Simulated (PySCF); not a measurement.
SCF from a fresh guess for singlet Ag2O, at the PBE0 minimum. PySCF input:

```python
from pyscf import gto, scf, dft
mol = gto.M(atom='''
O      1.215230     0.000000     0.000000
Ag    -0.090910    -1.509980    -0.000000
Ag    -0.090910     1.509980    -0.000000''',
    basis={'O': 'def2-TZVP', 'Ag': 'def2-TZVP'},
    ecp={'Ag': 'def2-TZVP'},
    charge=0, spin=0)
mf = dft.RKS(mol, xc='PBE0')
mf.grids.atom_grid = (50, 194)
aux = {'O': 'def2-universal-JKFIT', 'Ag': 'def2-universal-JKFIT'}
mf = mf.density_fit(auxbasis=aux)
mf.conv_tol = 1e-08
mf.diis_space = 10
mf.max_cycle = 60
mf.init_guess = 'minao'
mf.verbose = 4
mf.kernel()
```

Excerpt of the output (cycles and frontier levels):

```
init E= -347.10742824171
  HOMO = -1.14139924853335  LUMO = -0.972849310727991  gap/eV = 4.58648
cycle= 1 E= -366.456744088847  delta_E= -19.3  |g|= 4.23  |ddm|= 6.93
  HOMO = 0.176262744613047  LUMO = 0.201337664984166  gap/eV = 0.68232
cycle= 2 E= -337.462181812731  delta_E=   29  |g|= 10.1  |ddm|= 69.6
  HOMO = -0.47069809377404  LUMO = -0.348643867690317  gap/eV = 3.32126
cycle= 3 E= -368.795722688872  delta_E= -31.3  |g|= 1.13  |ddm|= 69.5
  HOMO = -0.247140084836093  LUMO = -0.101158148161471  gap/eV = 3.97237
cycle= 4 E= -368.728427690505  delta_E= 0.0673  |g|= 1.35  |ddm|= 2.15
  HOMO = -0.165336719387764  LUMO = -0.0742216530312729  gap/eV = 2.47937
cycle= 5 E= -369.014816479705  delta_E= -0.286  |g|= 0.586  |ddm|= 1.22
  HOMO = -0.224759081629963  LUMO = -0.0953186112635791  gap/eV = 3.52225
cycle= 6 E= -369.08285004824  delta_E= -0.068  |g|= 0.0967  |ddm|= 0.435
  HOMO = -0.217760794867753  LUMO = -0.0950052453460835  gap/eV = 3.34035
cycle= 7 E= -369.084439364388  delta_E= -0.00159  |g|= 0.0311  |ddm|= 0.0853
  HOMO = -0.219988396399444  LUMO = -0.0955439250010528  gap/eV = 3.38631
cycle= 8 E= -369.084573746434  delta_E= -0.000134  |g|= 0.0105  |ddm|= 0.0147
  HOMO = -0.221417208824871  LUMO = -0.0960922495357259  gap/eV = 3.41027
cycle= 9 E= -369.08459708946  delta_E= -2.33e-05  |g|= 0.00115  |ddm|= 0.0077
  HOMO = -0.221433057358156  LUMO = -0.0961663526958851  gap/eV = 3.40868
cycle= 10 E= -369.084597355165  delta_E= -2.66e-07  |g|= 0.000209  |ddm|= 0.00148
  HOMO = -0.221452491337218  LUMO = -0.0961732632594128  gap/eV = 3.40902
cycle= 11 E= -369.084597365295  delta_E= -1.01e-08  |g|= 5.17e-05  |ddm|= 0.000239
  HOMO = -0.22145021642075  LUMO = -0.0961741132573586  gap/eV = 3.40894
cycle= 12 E= -369.084597366227  delta_E= -9.32e-10  |g|= 1.85e-05  |ddm|= 9.61e-05
  HOMO = -0.221442691276381  LUMO = -0.0961723948843698  gap/eV = 3.40878
Extra cycle  E= -369.084597365458  delta_E= 7.69e-10  |g|= 6.53e-05  |ddm|= 7.12e-05
converged SCF energy = -369.084597365458
```

No lower solution of this spin was found by a stability analysis within the restricted form, which does not test spin polarisation.

The search for the lowest solution, with the stability check, took 3.5 s on 4 threads of a shared Arm Neoverse V2 host, with 111 basis functions; the process peaked at 0.34 GiB.
